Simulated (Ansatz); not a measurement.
`[SiH3][SiH](Br)Br` + H₂ → `Br[SiH2]Br` + SiH₄ at 500 K and 1 bar (hydrogenolysis of the Si–Si bond).

Program: Ansatz. Geometries: PBE0-D4/def2-TZVP. ΔE: electronic, gas phase. CCSD(T)/CBS adds triple-zeta CCSD(T) − MP2 to the extrapolated MP2 energy (def2 sets, frozen cores). This one scheme is used for every species. For Br outer-core shells are correlated without core-valence functions, which leaves a few kJ/mol of doubt a bond. Scalar relativity is left out up to krypton.

```json
{"species": "`[SiH3][SiH](Br)Br`", "CCSD(T)/CBS energy (Eh)": "-5727.28842", "H − E (kJ/mol)": "141.1", "S (J/(mol·K))": "440.3"}
{"species": "H₂", "CCSD(T)/CBS energy (Eh)": "-1.17544", "H − E (kJ/mol)": "41.0", "S (J/(mol·K))": "145.5"}
{"species": "`Br[SiH2]Br`", "CCSD(T)/CBS energy (Eh)": "-5437.00625", "H − E (kJ/mol)": "80.3", "S (J/(mol·K))": "348.4"}
{"species": "SiH₄", "CCSD(T)/CBS energy (Eh)": "-291.46306", "H − E (kJ/mol)": "102.4", "S (J/(mol·K))": "230.9"}
```

H − E and S are ideal-gas, rigid-rotor, harmonic terms from PBE0-D4/def2-TZVP. The MP2-based limit puts H₂ 0.8 mEh under its directly extrapolated value; such offsets cancel only in part. 1 Eh = 2625.50 kJ/mol, R = 8.31446 J/(mol·K).

Q: By hand: ΔE, ΔH, ΔS and ΔG.

A: ΔE = (-5437.00625) + (-291.46306) − (-5727.28842) − (-1.17544) = -0.00545 Eh = -14.3 kJ/mol. Δ(H − E) = 80.3 + 102.4 − 141.1 − 41.0 = 0.6, so ΔH = -13.7 kJ/mol. ΔS = 348.4 + 230.9 − 440.3 − 145.5 = -6.5 J/(mol·K). ΔG = -13.7 − 500 × (-6.5)/1000 = -10.4 kJ/mol.

Q: By hand: the equilibrium constant, and the temperature at which ΔG would vanish if ΔH and ΔS stayed fixed.

A: log₁₀ K = −ΔG/(RT ln 10) = 1.1. ΔG = 0 at ΔH/ΔS = 2108 K, though so small a ΔS makes that figure unsure.

The number of gas molecules stays the same, so ΔS is small and ΔH decides. A doubt of 5 kJ/mol in ΔE shifts log₁₀ K by 0.5 here. These are equilibria of isolated gas molecules and say nothing of rates. Largest T1 diagnostic: 0.011 (customary marks: 0.02 for closed shells, 0.045 for open ones).
